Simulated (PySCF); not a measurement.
## Static response to an electric field

(FGe)4O6 adamantane, F₄Ge₄O₆.
Structure used (PBE0-D3(BJ)/def2-SVP), in Å, numbered top down from 1:
```xyz
14
F4Ge4O6 angstrom
Ge     1.1323    1.3755   -0.3435
F      2.1881    2.6610   -0.6700
O     -0.4034    1.5551   -1.2012
Ge    -1.5556    0.2467   -0.9054
F     -3.0096    0.4797   -1.7456
O     -0.7551   -1.2577   -1.3758
Ge     0.7643   -1.5659   -0.5255
F      1.4765   -3.0203   -1.0261
O      1.8177   -0.1794   -0.8298
O      0.3986   -1.5655    1.2049
Ge    -0.3446   -0.0708    1.7885
F     -0.6687   -0.1261    3.4515
O      0.7573    1.2504    1.3798
O     -1.8172    0.1735    0.8414
```

Level: B3LYP/def2-SVPD (PySCF), static field, nuclei fixed, core orbitals frozen in the response. The polarisability tensor in these axes (au):

```
x   102.10   0.01  -0.02
y     0.01 102.09   0.04
z    -0.02   0.04 102.14
```

What are the eigenvalues, a third of the trace, and Δα (Δα² = ½Σ(αi − αj)² over the three pairs)?

Principal values 102.06, 102.11 and 102.16 au; mean 102.11 au = 15.13 Å³ = 16.84 × 10⁻⁴⁰ C²·m²/J; Δα = 0.09 au (0 % of the mean). Point group Td makes the tensor isotropic, so any spread comes from the grid or from a geometry that is symmetric only within 0.08 Å.

What is the dipole moment?

0.02 D; point group Td allows none, and the residue is numerical.

In TDDFT the mean static polarisability is Σ f/ω² over all singlet excitations (ω in hartree). How much of it do the 15 lowest give? Their energies (eV) and oscillator strengths: 5.93, 0.0000; 5.93, 0.0000; 5.93, 0.0000; 6.58, 0.1007; 6.59, 0.1009; 6.59, 0.0912; 6.59, 0.0200; 6.60, 0.0027; 7.78, 0.0000; 7.87, 0.0000; 7.87, 0.0000; 7.87, 0.0000; 7.94, 0.0040; 7.94, 0.0042; 7.94, 0.0046.

They add up to 5.54 au, 5.4 % of the 102.11 au; the largest single term is 1.72 au, from the state at 6.59 eV. Terms in order: 0.00, 0.00, 0.00, 1.72, 1.72, 1.56, 0.34, 0.05, 0.00, 0.00, 0.00, 0.00, 0.05, 0.05, 0.05 au. Higher excitations give the rest. The strengths listed sum to 0.328.

Find the Langevin capture rate constant for NO+ (29.998 u) meeting this molecule (467.648 u), k = 2.342 × 10⁻⁹ cm³/s × √(α in Å³ / reduced mass in u).

The reduced mass is 28.19 u, so k = 1.72 × 10⁻⁹ cm³/s.

Estimate the molar refractivity from the static electronic polarisability.

Lorentz–Lorenz: R = (4π/3)N_A α = 2.5225 cm³/(mol·Å³) × 15.13 Å³ = 38.2 cm³/mol, in the limit of long wavelengths.

What would n − 1 = 2πNα be for an ideal gas of these molecules at 350 K and 1 atm, electronic part alone?

N = p/kT = 2.0968 × 10¹⁹ cm⁻³, so n − 1 = 2π × N × 15.13 × 10⁻²⁴ cm³ = 1993 × 10⁻⁶ at long wavelengths.

The structure is a single PBE0-D3(BJ)/def2-SVP conformer in the gas phase; no vibrational or solvent corrections. The calculation is non-relativistic, for germanium too.

The run behind these numbers computed excited states as well. Time: 3.0 min wall, 6.3 min CPU (with the writing of density and orbital grids); peak memory 3.1 GiB. Hardware: 2 threads, Intel Xeon 6975P-C (x86_64), no GPU, shared host with 192 logical CPUs at a one-minute load of 102.
